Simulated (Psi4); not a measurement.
Pair of molecules, SMILES F with SMILES CC(C)=O (the first has 2 atoms); geometry from B3LYP-D3(BJ)/def2-TZVP.
(charge 0, multiplicity 1):
| atom | x (Å) | y (Å) | z (Å) |
|---|---|---|---|
| F | 0.5477 | -0.2664 | 0.3699 |
| H | -0.0277 | -0.2993 | 1.1296 |
| C | 1.3221 | 0.0352 | 3.5542 |
| C | -0.1622 | -0.2076 | 3.5815 |
| C | -0.8264 | -0.2789 | 4.9288 |
| O | -0.8164 | -0.3404 | 2.5616 |
| H | 1.5133 | 1.0649 | 3.8705 |
| H | 1.8285 | -0.6143 | 4.2708 |
| H | 1.7240 | -0.1113 | 2.5548 |
| H | -1.9077 | -0.2961 | 4.8191 |
| H | -0.4988 | -1.1887 | 5.4398 |
| H | -0.5201 | 0.5624 | 5.5539 |

Computed with SAPT0/jun-cc-pV(D+d)Z (Psi4).

Problem. Which attractive term is largest, and how does the interaction split up?

Solution. electrostatics -844.6, exchange 798.3, induction -366.6, dispersion -129.8, total -542.6 meV; the largest attraction is electrostatics.
